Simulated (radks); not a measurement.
Gd, configuration [Xe] 4f7 5d1 6s2. All-electron calculation, Dirac Kohn-Sham, PBE, spin-unpolarised, spherical densities, point nucleus; open shells fill j = l - 1/2 first. Program: a radial shooting solver on a logarithmic mesh with Libxc functionals.

Radial electron density D(r) = 4 pi r^2 rho(r):

r (bohr)  D(r) (e/bohr)
0.0024            16.47
0.002794          20.48
0.003279          25.54
0.003848          31.51
0.004516          38.38
0.005299          46.08
0.006219          54.39
0.007298          62.93
0.008564          71.18
0.01005           78.43
0.01179           83.93
0.01384           87.01
0.01624           87.32
0.01906           85.09
0.02237           81.38
0.02625           78.01
0.0308            77.24
0.03586           80.56
0.04208           88.69
0.04938           99.65
0.05795           109.3
0.068             113.0
0.0798            108.4
0.09365           97.67
0.1099            87.68
0.129             85.34
0.1513            91.69
0.1776            99.25
0.2084            97.13
0.2446            81.13
0.287             58.99
0.3368            44.03
0.3953            42.48
0.4601            47.68
0.54              49.38
0.6337            42.37
0.7436            30.64
0.8727            20.61
1.024             14.86
1.202             11.94
1.41              9.564
1.655             6.888
1.942             4.351
2.279             2.545
2.675             1.563
3.139             1.112
3.683            0.8583
4.322            0.6232
5.072            0.3872
5.905            0.2059
6.929           0.08652
8.132           0.02888
9.543          0.007352
11.2           0.001376
13.14         0.0001842

D(r) has 4 maxima, at r = 0.0152, 0.0675, 0.188, 0.515 bohr, and minima at 0.0294, 0.124, 0.371 bohr, inside which lie 2.01, 11.20, 29.33 electrons.
